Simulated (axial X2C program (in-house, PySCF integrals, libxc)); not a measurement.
## Curves of RhSH from open-shell CI on d8 s0

Calculated with an axial X2C code built on PySCF integrals: two-component X2C with atomic mean-field Coulomb and Gaunt terms, basis Rh dyall-v3z, S dyall-av3z, H dyall-v3z (cores contracted in-house). Orbitals come from Hartree–Fock averaged over the configuration Rh d8 s0; CI then distributes these electrons over the d, s shells of Rh.

Scan along the Rh–S bond with SH moving as one mass, its bond held at 1.340 Å; masses Rh 102.906 u, S 31.972 u, H 1.008 u. Energies in cm⁻¹ from the lowest point; levels are followed by energy order within each Ω. Lowest level at 2.394 Å: 100% d8.

```csv
R (Å),(1)Ω=0,(1)Ω=1,(1)Ω=2,(1)Ω=4,(1)Ω=3,(2)Ω=0,(2)Ω=1
2.226,1037,1237,1925,1540,2367,3692,3618
2.310,225,390,913,792,1340,2759,2739
2.394,0,135,541,611,926,2450,2465
2.490,260,367,680,900,1017,2647,2684
2.586,903,989,1238,1550,1535,3248,3296
2.693,1911,1981,2181,2548,2442,4227,4279
2.825,3397,3453,3615,4005,3843,5692,5743
```

(1) Fit the curves (1)Ω=0, (1)Ω=1, (1)Ω=2, (1)Ω=4, (1)Ω=3, (2)Ω=0, (2)Ω=1 near their minima.

The 7 lowest curves are shown; the next is (2)Ω=2, from 2864 cm⁻¹.

There is no dynamic correlation: spin–orbit spacings and, for f shells, spacings inside one term are the most reliable numbers, splittings between terms come out too wide, and energies between configurations are not reliable, so the lowest level need not be the ground state of the molecule. For d shells the ligand-field splittings (σ, π, δ) and their order can be off by a thousand cm⁻¹ or more. At most 4 roots were kept for each Ω > 0 (twice that for Ω = 0) within 3.2 eV of the lowest, so higher up levels can be missing between those listed; levels with Ω > 0 are doubly degenerate and listed once, Ω = 0 levels singly. Some active spinors are only partly of the character that their shell is named for, so the shell names and counts are nominal. States that fill the shells left empty in the average are placed too high. The molecule was held linear; bending was not examined. Hydrosulfides and their kin are strongly bent in nature, so this linear model does not describe the real molecule.

Results:

(1) From the open-shell CI curves, Te from the lowest:

| level | Te (cm⁻¹) | Re (Å) | ωe (cm⁻¹) |
| --- | --- | --- | --- |
| (1)Ω=0 | 0 | 2.392 | 286.7 |
| (1)Ω=1 | 135 | 2.397 | 285.6 |
| (1)Ω=2 | 526 | 2.415 | 286.2 |
| (1)Ω=4 | 609 | 2.384 | 284.2 |
| (1)Ω=3 | 898 | 2.424 | 282.6 |
| (2)Ω=0 | 2447 | 2.405 | 287.9 |
| (2)Ω=1 | 2465 | 2.400 | 286.0 |

Without dynamic correlation distances can be off by several hundredths of an Å (long for ionic bonds, short for multiple bonds) and the wavenumbers are rough.
